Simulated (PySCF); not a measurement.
Excitation energy of Bi²⁺ by level of theory

Bi²⁺ [Xe] 4f14 5d10 6s2 6p1 (2P) → Bi²⁺ [Xe] 4f14 5d10 6s1 6p2 (4P), as a difference of total energies. All numbers are calculated (PySCF 2.14, scalar relativity through the core potential, in def2-QZVPPD with the def2 core potential (60 electrons)). Correlated levels: valence: 5s2 5p6 5d10 frozen. The calculations carry no spin-orbit coupling.

```csv
method,excitation energy (cm⁻¹)
UHF,62782
MP2 (valence),67991
SCS-MP2 (valence),69961
CCSD (valence),69168
CCSD(T) (valence),69251
```

Spin-orbit coupling is strong in these open shells (close to jj coupling). The scalar numbers leave it out and a first-order estimate fails, so it can dominate the gap to the real levels.
